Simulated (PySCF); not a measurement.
A run for PySCF: D3(BJ) and D4 dispersion corrections on PH3 (SMILES P).

```python
from pyscf import gto
from pyscf.dispersion import dftd3, dftd4

mol = gto.M(
    atom='''
    P    -0.02368630    0.12211135   -0.47461598
    H     1.38807192   -0.00196129   -0.46009729
    H    -0.23775009   -1.26422134   -0.27260405
    H    -0.11148580    0.02546532   -1.88833417
    ''',
    basis='def2-svp',
    charge=0, spin=0, verbose=0, max_memory=1800)
d3, d4 = {}, {}
for xc in ['hf', 'pbe', 'blyp', 'revpbe', 'tpss', 'r2scan', 'b3lyp', 'pbe0', 'bhlyp', 'camb3lyp', 'b2plyp']:
    d3[xc] = float(dftd3.DFTD3Dispersion(mol, xc=xc, version='d3bj', atm=False).get_dispersion()['energy'])
    print(f'D3(BJ) {xc:10s} {d3[xc]:14.8f} Eh')
for xc in ['hf', 'pbe', 'blyp', 'revpbe', 'tpss', 'r2scan', 'b3lyp', 'pbe0', 'bhlyp', 'camb3lyp', 'b2plyp']:
    d4[xc] = float(dftd4.DFTD4Dispersion(mol, xc={'camb3lyp': 'cam-b3lyp'}.get(xc, xc), atm=True).get_dispersion()['energy'])
    print(f'D4     {xc:10s} {d4[xc]:14.8f} Eh')
```

Output:

```
D3(BJ) hf            -0.01595119 Eh
D3(BJ) pbe           -0.00136999 Eh
D3(BJ) blyp          -0.00295957 Eh
D3(BJ) revpbe        -0.00377797 Eh
D3(BJ) tpss          -0.00167968 Eh
D3(BJ) r2scan        -0.00032883 Eh
D3(BJ) b3lyp         -0.00239667 Eh
D3(BJ) pbe0          -0.00112261 Eh
D3(BJ) bhlyp         -0.00184789 Eh
D3(BJ) camb3lyp      -0.00095174 Eh
D3(BJ) b2plyp        -0.00106270 Eh
D4     hf            -0.00482698 Eh
D4     pbe           -0.00108037 Eh
D4     blyp          -0.00255424 Eh
D4     revpbe        -0.00426330 Eh
D4     tpss          -0.00147167 Eh
D4     r2scan        -0.00024143 Eh
D4     b3lyp         -0.00175456 Eh
D4     pbe0          -0.00087644 Eh
D4     bhlyp         -0.00118097 Eh
D4     camb3lyp      -0.00086125 Eh
D4     b2plyp        -0.00073864 Eh
```

The run finished.

Cost: roughly 0.020 core-seconds.
